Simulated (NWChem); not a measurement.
Molecule: CH5MgNO; SMILES C[O][Mg][NH2]

```xyz
9

Mg    -0.4988    -0.6073     0.0012
O     -0.4120     1.1650     0.0005
C     -0.3411     2.5333    -0.0001
H     -0.9412     2.9866     0.8156
H      0.6970     2.9024     0.1305
H     -0.7149     2.9741    -0.9471
N     -0.5903    -2.4914     0.0019
H     -0.6347    -3.0947    -0.8138
H     -0.6074    -3.0952     0.8184
```
Atoms are numbered in this order, from 1.

Program: NWChem. Pople sets run with spherical d functions. All runs use the structure optimised with PBE0/def2-SVP. GIAO values for the isolated, static molecule; σ is the absolute isotropic shielding, δ = σ(reference) − σ with the isolated reference molecule computed at the same levels (13C: tetramethylsilane, 1H: tetramethylsilane, 15N: ammonia, 17O: water).

For level B3LYP/6-311G**:

δ O2 (ppm): -14.2
δ C3 (ppm): 55.7
δ H4 (rotor mean) (ppm): 4.05
δ N7 (ppm): -33.1
δ H8 (ppm): -1.61
δ H9 (ppm): -1.61

Problem. Estimate the same quantities for level BHandHLYP/pcSseg-1.

Solution. The δ O2 (ppm) is -50.0 and the δ C3 (ppm) is 54.1. The δ H4 (rotor mean) (ppm) is 3.84, the δ N7 (ppm) is -49.3 and the δ H8 (ppm) is -1.96. The δ H9 (ppm) is -1.97.
